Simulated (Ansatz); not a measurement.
`CC1=C[CH]1[SnH3]` and `CC1=CC1` differ in one atom or group.

Ansatz, PBE0-D4/def2-TZVP geometries, multiplicity 1. 

Elements past krypton have def2 core potentials.

| property | `CC1=C[CH]1[SnH3]` |
| --- | --- |
| HOMO–LUMO gap (PBE0/def2-TZVPP) / eV | 6.42 |
| HOMO energy (PBE0/def2-TZVPP) / eV | -6.34 |
| size of the dipole moment (PBE/def2-TZVPP) / D | 2.11 |
| LUMO energy (PBE0/def2-TZVPP) / eV | 0.08 |
| HOMO–LUMO gap (ωB97M-V/def2-TZVPP) / eV | 10.25 |
| HOMO energy (B3LYP/def2-TZVPP) / eV | -6.17 |

Problem. What does the change do to each property? (An estimate is asked.)

Solution. The calculation gave: 
| property | `CC1=CC1` | shift |
| --- | --- | --- |
| HOMO–LUMO gap (PBE0/def2-TZVPP) / eV | 7.35 | 0.93 |
| HOMO energy (PBE0/def2-TZVPP) / eV | -6.82 | -0.48 |
| size of the dipole moment (PBE/def2-TZVPP) / D | 0.95 | -1.16 |
| LUMO energy (PBE0/def2-TZVPP) / eV | 0.54 | 0.46 |
| HOMO–LUMO gap (ωB97M-V/def2-TZVPP) / eV | 11.71 | 1.46 |
| HOMO energy (B3LYP/def2-TZVPP) / eV | -6.62 | -0.45 |

With PBE0 the HOMO falls by 0.48 eV and the LUMO rises by 0.46 eV, so the gap widens by about 0.94 eV. PBE moves the HOMO by -0.35 eV and ωB97M-V by -0.60 eV. Dipoles are sizes alone; their direction can turn.

B3LYP here is the variant with VWN-RPA as its local correlation; programs differ in this.
